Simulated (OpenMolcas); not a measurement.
## Cl²⁺: effect of the basis set

```
Program             : OpenMolcas
Method              : CASSCF
Active space        : 5 electrons in 4 orbitals (3s 3p)
State averaging     : 2S+1 = 4 odd, 1 root; 2S+1 = 2 odd, 11 roots; 2S+1 = 4 even, 3 roots; 2S+1 = 2 even, 9 roots
Spin-orbit coupling : RASSI with atomic mean-field integrals over the reference wave functions, term energies averaged over their components
```

A. ANO-RCC-VDZP [4s3p1d], DKH2, point nucleus; cost roughly 10 core-seconds
B. ANO-RCC-VTZP [5s4p2d1f], DKH2, point nucleus; cost about 8 core-seconds
C. ANO-L-VTZP [5s4p2d1f], non-relativistic, point nucleus; cost roughly 14 core-seconds
D. ANO-R2 [5s4p3d1f], X2C, finite nucleus; cost about 11 core-seconds
E. ANO-RCC-VQZP [6s5p3d2f1g], DKH2, point nucleus; cost roughly 12 core-seconds
F. ANO-R3 [6s5p4d3f1g], X2C, finite nucleus; cost roughly 11 core-seconds

Energies in cm⁻¹ above 3s² 3p³ ⁴S°_3/2, the measured ground level; measured values from Moore, Atomic Energy Levels, vol. I, NSRDS-NBS 35 (1971 reprint of NBS Circular 467, 1949).

```csv
Level,A,B,C,D,E,F,Measured
3s² 3p³ ⁴S°_3/2,0.0,0.0,0.0,0.0,0.0,0.0,0.0
3s² 3p³ ²D°_3/2,22571,22605,22619,22694,22740,22709,18053
3s² 3p³ ²D°_5/2,22643,22680,22694,22769,22813,22784,18120
3s² 3p³ ²P°_1/2,31253,31269,31227,31395,31426,31404,29812
3s² 3p³ ²P°_3/2,31315,31334,31290,31460,31489,31468,29907
3s 3p⁴ ⁴P_5/2,106327,106211,104655,106274,106265,106241,98520
3s 3p⁴ ⁴P_3/2,106930,106828,105267,106886,106871,106854,99130
3s 3p⁴ ⁴P_1/2,107280,107186,105623,107242,107224,107210,99475
3s 3p⁴ ²D_3/2,150609,150591,148990,150644,150756,150692,
3s 3p⁴ ²D_5/2,150619,150601,149000,150654,150765,150702,
3s 3p⁴ ²S_1/2,172999,172988,171398,173067,173187,173131,
3s 3p⁴ ²P_3/2,192747,192801,191125,192763,192996,192893,
3s 3p⁴ ²P_1/2,193469,193535,191853,193501,193726,193632,
3p⁵ ²P°_3/2,294588,294464,291218,294358,294670,294551,
3p⁵ ²P°_1/2,295636,295532,292276,295426,295728,295621,
```

Deviations, from unrounded energies. A percentage is the sum of absolute deviations over the sum of measured energies, with the sign that they share, or ± where signs differ.

```json
{"Against measurement": "mean absolute deviation (cm-1)", "Levels": "7", "A": "5000", "B": "5000", "C": "4300", "D": "5100", "E": "5100", "F": "5100"}
{"Against measurement": "other terms of the ground configuration (%)", "Levels": "4", "A": "+12.4", "B": "+12.5", "C": "+12.4", "D": "+13.0", "E": "+13.1", "F": "+13.0"}
{"Against measurement": "other configurations (%)", "Levels": "3", "A": "+7.9", "B": "+7.8", "C": "+6.2", "D": "+7.8", "E": "+7.8", "F": "+7.8"}
```

C lies closest to measurement on these levels and E furthest from it. The largest miss of C in the table is 3s 3p⁴ ⁴P_1/2, by +6100 cm-1. The ranking rests on the paired levels alone, and a cruder setting can come out closer through cancelling errors.

Among A to F the level of the table that moves most is 3p⁵ ²P°_3/2, by 3500 cm-1 (lowest in C, highest in E).

Terms of s pⁿ other than that of highest spin mix with s² pⁿ⁻² d, which this space lacks; all of them can be thousands of cm-1 off, and some have no real level of that name. Measured partners are found by configuration, term and J. A level has none where our copy of the source lacks it or the pairing is in doubt (some pairs that miss far off the trend of their configuration count as doubtful), and it then counts in no deviation. Only configurations of the active space appear.

° marks odd parity.
